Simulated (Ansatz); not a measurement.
Cartesian coordinates in Å:
```
C 1.639 -0.864 0.903
C 0.857 -1.621 0.137
Si -0.767 -1.070 -0.555
O -1.084 0.478 -0.090
Si -0.887 2.062 -0.145
F 0.300 2.484 0.816
F -0.471 2.518 -1.602
H 2.589 -1.224 1.287
H 1.367 0.150 1.181
H 1.193 -2.630 -0.103
H -1.877 -1.915 -0.048
H -0.755 -1.136 -2.039
H -2.103 2.770 0.259
```

Charge 0, multiplicity 1.

Task: List the r2SCAN/def2-TZVPP orbital energies in eV (the Gaussian-basis code of Ansatz). (An estimate is asked.)

Result: The calculation gave: Occupied: -1793.25, -1791.78, -666.48, -666.45, -516.40, -273.52, -273.18, -143.42, -142.14, -98.34, -98.32, -98.24, -97.05, -96.97, -96.96, -31.91, -31.41, -26.80, -20.20, -15.88, -15.01, -13.66, -12.69, -12.30, -12.14, -11.78, -11.27, -11.08, -10.67, -10.31, -10.18, -9.62, -9.34, -8.44, -7.90, -7.25. Lowest empty: -1.45, -0.18, 0.88, 1.09, 1.21, 1.87, 1.96, 2.45.
